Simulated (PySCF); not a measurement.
How methods differ on the excitation energy of Ca

Ca [Ar] 4s2 (1S) → Ca [Ar] 3d1 4s1 (3D), as a difference of total energies. All numbers are calculated (PySCF 2.14, the spin-free X2C one-electron Hamiltonian (Gaussian nucleus), in aug-cc-pVDZ-X2C (6s5p3d, 36 functions)). Correlated levels: valence: [Ar] frozen. The calculations carry no spin-orbit coupling.

```tsv
method	excitation energy (cm⁻¹)	error (cm⁻¹)
UHF	19132	-1224
MP2 (valence)	22727	+2371
SCS-MP2 (valence)	23669	+3312
CCSD (valence)	24740	+4384
```

Reference: 20357 cm⁻¹ (measured; NIST levels, between the centres of gravity of the two terms).

Errors of the correlated levels include the incompleteness of this basis and the frozen core.

With two correlated electrons CCSD is exact in that space.
